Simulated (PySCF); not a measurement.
C3H7ClSi, SMILES C[SiH2]/C=C/Cl.

Geometry optimised at r2SCAN-D4/def2-SVP. The structure was generated by enumeration; whether it is a known compound was not checked. Other conformers were not sampled.

Computed with SMD-M06-2X/def2-SVP in PySCF.

Solvation free energies are E(SMD) − E(gas) at the gas-phase geometry, for 1 M in both phases. In vacuum the dipole moment is 1.45 D.

### Question
Rank water, N,N-dimethylformamide, benzene by solvation free energy, most negative first.

### Answer
benzene (-2.5 kcal/mol), N,N-dimethylformamide (-2.0 kcal/mol), water (1.8 kcal/mol)
